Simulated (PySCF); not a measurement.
H$_{4}$BeOSSi (SMILES [SiH3][O][Be][SH]), singlet, geometry from GFN2-xTB (such geometries of metal compounds can be far from the true shape); WB97X/cc-pVDZ, TDA (PySCF).

The PySCF input:
```python
from pyscf import gto, scf, dft, tdscf

mol = gto.M(
    atom='''
Be    0.261360    0.289410    0.544845
S     0.913926    1.191009    2.101077
H     2.010026    0.502327    2.345815
O    -0.270106   -0.319956   -0.587631
Si   -0.886972   -1.037027   -1.910789
H    -2.297286   -1.271748   -1.613168
H    -0.122589   -2.272119   -2.070136
H    -0.679950   -0.094224   -3.007034
''',
    basis='cc-pvdz',
    charge=0,
    spin=0,
    verbose=4,
)

mf = dft.RKS(mol)
mf.xc = 'wb97x'
mf.kernel()
td = mf.TDA()
td.nstates = 5
td.kernel()
td.analyze()
```

The log (banner, timings and long lists left out):

```
PySCF version 2.14.0

[INPUT] verbose = 4
[INPUT] num. atoms = 8
[INPUT] num. electrons = 46
[INPUT] charge = 0
[INPUT] spin (= nelec alpha-beta = 2S) = 0
[INPUT] symmetry False subgroup None
[INPUT] Mole.unit = angstrom
[INPUT] Symbol           X                Y                Z      unit          X                Y                Z       unit  Magmom
[INPUT]  1 Be     0.261360000000   0.289410000000   0.544845000000 AA    0.493898819916   0.546905637710   1.029607830339 Bohr   0.0
[INPUT]  2 S      0.913926000000   1.191009000000   2.101077000000 AA    1.727069838119   2.250680821892   3.970460096623 Bohr   0.0
[INPUT]  3 H      2.010026000000   0.502327000000   2.345815000000 AA    3.798398643255   0.949260454974   4.432947888897 Bohr   0.0
[INPUT]  4 O     -0.270106000000  -0.319956000000  -0.587631000000 AA   -0.510426364602  -0.604629211911  -1.110461652304 Bohr   0.0
[INPUT]  5 Si    -0.886972000000  -1.037027000000  -1.910789000000 AA   -1.676134160158  -1.959697013779  -3.610867891832 Bohr   0.0
[INPUT]  6 H     -2.297286000000  -1.271748000000  -1.613168000000 AA   -4.341241369798  -2.403255419463  -3.048445712912 Bohr   0.0
[INPUT]  7 H     -0.122589000000  -2.272119000000  -2.070136000000 AA   -0.231659635884  -4.293682632421  -3.911990080603 Bohr   0.0
[INPUT]  8 H     -0.679950000000  -0.094224000000  -3.007034000000 AA   -1.284919278398  -0.178057554361  -5.682470707255 Bohr   0.0

nuclear repulsion = 158.065568691947
number of shells = 32
number of NR pGTOs = 162
number of NR cGTOs = 84
basis = cc-pvdz
ecp = {}

******** <class 'pyscf.dft.rks.RKS'> ********
method = RKS
initial guess = minao
damping factor = 0
level_shift factor = 0
DIIS = <class 'pyscf.scf.diis.CDIIS'>
diis_start_cycle = 1
diis_space = 8
diis_damp = 0
SCF conv_tol = 1e-09
SCF conv_tol_grad = None
SCF max_cycles = 50
direct_scf = True
direct_scf_tol = 1e-13
XC library pyscf.dft.libxc version 7.1.2
    S. Lehtola, C. Steigemann, M. J. T. Oliveira, and M. A. L. Marques,  SoftwareX 7, 1–5 (2018)
XC functionals = wb97x
    J.-D. Chai and M. Head-Gordon,  J. Chem. Phys. 128, 084106 (2008)
radial grids:
    Treutler-Ahlrichs [JCP 102, 346 (1995); DOI:10.1063/1.469408] (M4) radial grids

becke partition: Becke, JCP 88, 2547 (1988); DOI:10.1063/1.454033
pruning grids: <function nwchem_prune>
grids dens level: 3
symmetrized grids: False
atomic radii adjust function: <function treutler_atomic_radii_adjust>
small_rho_cutoff = 0
Set gradient conv threshold to 3.16228e-05
Initial guess from minao.
tot grids = 105096
init E= -780.346927582259
  HOMO = -0.349374472794211  LUMO = -0.0478644180546959  gap/eV = 8.20451
cycle= 1 E= -780.021851011218  delta_E= 0.325  |g|=  0.8  |ddm|= 2.32
  HOMO = -0.26498285312845  LUMO = 0.0824075887615434  gap/eV = 9.45298
cycle= 2 E= -779.988984764051  delta_E= 0.0329  |g|= 0.97  |ddm|= 1.03
  HOMO = -0.3541111149817  LUMO = 0.0679196444027648  gap/eV = 11.48404
cycle= 3 E= -780.161435507432  delta_E= -0.172  |g|= 0.0552  |ddm|= 0.544
  HOMO = -0.361799530443386  LUMO = 0.0739884324308901  gap/eV = 11.85839
cycle= 4 E= -780.162634908284  delta_E= -0.0012  |g|= 0.0198  |ddm|= 0.0749
  HOMO = -0.356457450555444  LUMO = 0.0741196477783457  gap/eV = 11.71660
cycle= 5 E= -780.162803708561  delta_E= -0.000169  |g|= 0.00348  |ddm|= 0.0281
  HOMO = -0.357101953918629  LUMO = 0.0737378457762623  gap/eV = 11.72375
cycle= 6 E= -780.162813557197  delta_E= -9.85e-06  |g|= 0.00106  |ddm|= 0.00836
  HOMO = -0.356900589912756  LUMO = 0.0737674378002899  gap/eV = 11.71907
cycle= 7 E= -780.162814568133  delta_E= -1.01e-06  |g|= 0.000275  |ddm|= 0.0027
  HOMO = -0.356930535289199  LUMO = 0.0737759302505143  gap/eV = 11.72012
cycle= 8 E= -780.162814654027  delta_E= -8.59e-08  |g|= 5.95e-05  |ddm|= 0.000918
  HOMO = -0.356932503241922  LUMO = 0.0737691990972449  gap/eV = 11.71999
cycle= 9 E= -780.162814656907  delta_E= -2.88e-09  |g|= 1.81e-05  |ddm|= 0.000133
  HOMO = -0.356932637080856  LUMO = 0.0737700251684634  gap/eV = 11.72002
cycle= 10 E= -780.16281465715  delta_E= -2.43e-10  |g|= 3.34e-06  |ddm|= 4.29e-05
  HOMO = -0.356932893676301  LUMO = 0.0737699639106797  gap/eV = 11.72002
Extra cycle  E= -780.16281465716  delta_E= -1e-11  |g|= 1.84e-06  |ddm|= 6.55e-06
converged SCF energy = -780.16281465716

******** <class 'pyscf.tdscf.rks.TDA'> for <class 'pyscf.dft.rks.RKS'> ********
nstates = 5 singlet
deg_eia_thresh = 1.000e-03
wfnsym = None
conv_tol = 1e-05
eigh lindep = 1e-12
eigh level_shift = 0
eigh max_cycle = 100

Excitation energies (eV)
[6.28441682 6.66315648 7.80889379 7.90999162 7.92888041]

** Singlet excitation energies and oscillator strengths **
Excited State   1:      6.28442 eV    197.29 nm  f=0.0052
      23 -> 24        0.28515
      23 -> 25       -0.60453
      23 -> 27       -0.15235
      23 -> 28        0.14141
Excited State   2:      6.66316 eV    186.07 nm  f=0.0568
      23 -> 24        0.56234
      23 -> 25        0.31255
      23 -> 27       -0.26605
Excited State   3:      7.80889 eV    158.77 nm  f=0.0247
      20 -> 24       -0.11729
      20 -> 25        0.12277
      22 -> 24       -0.17289
      22 -> 25       -0.37270
      23 -> 26       -0.51653
Excited State   4:      7.90999 eV    156.74 nm  f=0.0031
      21 -> 24        0.51391
      21 -> 27        0.21348
      23 -> 24       -0.10705
      23 -> 27       -0.27911
      23 -> 28        0.24828
Excited State   5:      7.92888 eV    156.37 nm  f=0.0093
      20 -> 24       -0.21221
      20 -> 25       -0.17088
      20 -> 27       -0.24324
      22 -> 24       -0.53060
      22 -> 25        0.24510

** Transition electric dipole moments (AU) **
state          X           Y           Z        Dip. S.      Osc.
  1         0.0994      0.1117     -0.1065      0.0337      0.0052
  2         0.3053      0.3708     -0.3424      0.3479      0.0568
  3         0.2345      0.0367      0.2695      0.1290      0.0247
  4         0.0557      0.0680     -0.0914      0.0161      0.0031
  5        -0.0100     -0.1503     -0.1588      0.0479      0.0093

** Transition velocity dipole moments (imaginary part, AU) **
state          X           Y           Z        Dip. S.      Osc.
  1         0.0502      0.0587     -0.0550      0.0090      0.0259
  2         0.0735      0.0890     -0.0823      0.0201      0.0548
  3         0.0267      0.0168      0.0454      0.0031      0.0071
  4         0.0448      0.0547     -0.0604      0.0087      0.0198
  5        -0.0257     -0.0606     -0.0769      0.0103      0.0235

** Transition magnetic dipole moments (imaginary part, AU) **
state          X           Y           Z
  1         0.3363     -0.5589     -0.3086
  2         0.6344     -0.4860      0.0566
  3         0.1126      0.0822     -0.0995
  4         0.9092     -0.7757     -0.0953
  5         0.1498      0.3240     -0.2409
```
